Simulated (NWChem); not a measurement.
System: MnO, sextet; SMILES [O]=[Mn]

Input file for NWChem:

```
start job
memory heap 200 mb stack 700 mb global 900 mb
geometry units angstroms noautosym nocenter noautoz
  Mn     0.000000     0.000000    -0.398362
  O      0.000000     0.000000     1.225824
end
basis spherical
  * library def2-tzvp
end
dft
  odft
  mult 6
  xc b3lyp
  iterations 150
end
property
  efieldgrad
end
task dft property
```

Structure relaxed at the PBE0-D3(BJ)/def2-TZVP, spin-unrestricted level. No stability test was run on the SCF state.

Vzz is the largest principal value of the second derivative of the potential at the nucleus (NWChem prints the opposite sign); η is the asymmetry. Non-relativistic.

Atoms are numbered as in the input.

Question: Give the results of this calculation. (B3LYP/def2-TZVP, spin-unrestricted.) Quantities: Vzz Mn1 (a.u.); η Mn1; Vzz O2 (a.u.); η O2.

Answer: 
```
Property         Value
--------------  ------
Vzz Mn1 (a.u.)  -0.208
η Mn1             0.00
Vzz O2 (a.u.)    0.864
η O2              0.00
```
